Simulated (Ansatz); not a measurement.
Cl$_{3}$Sc, charge -1, doublet, geometry from GFN2-xTB (such geometries of metal compounds can be far from the true shape) (the multiplicity is a formal guess) (a gas-phase anion, which may not be bound at this level); SVWN5/STO-3G run with Ansatz (an electronic-structure program).

Ansatz was given this input:
Ansatz 0.2 input:
```yaml
crystal:
  periodic: [false, false, false]
  atoms:
    - {symbol: Sc, position_ang: [0.00000000, -0.00000000, -0.00000000]}
    - {symbol: Cl, position_ang: [2.16983571, -0.37313956, -0.64126230]}
    - {symbol: Cl, position_ang: [-0.79617694, -0.92213948, 1.94278113]}
    - {symbol: Cl, position_ang: [-1.37365877, 1.29527904, -1.30151883]}
basis:
  gaussian:
    orbitals: STO-3G
hamiltonian:
  xc: {name: SVWN5}
total_charge: -1
magnetization: {spin_polarized: true, initial_magnetization: 1}
```

The log (banner, timings and long lists left out):

```
Functional definition: SVWN5
515 factors; integrals over basis functions are off by at most 1.1e-4 eV
mean field evaluation 1: about -57477.8741 eV, gradient 2.5e0 eV
mean field evaluation 2: about -57477.8878 eV, gradient 2.4e0 eV
mean field evaluation 4: about -57477.9415 eV, gradient 1.7e-2 eV
mean field evaluation 8: about -57477.9356 eV, gradient 5.3e-4 eV
mean field -57477.93557171 eV, -2112.2751723164 hartree, gradient 8.5e-6 eV, S^2 0.751963; 0 other end points of the search recorded, 0 dependent functions left out
reference -57477.93560829 eV, -2112.2751736604 hartree; 37, 36 occupied and 8, 9 virtual orbitals, 515 factors
Total energy: -57477.93560829 eV, -2112.2751736604 hartree
```
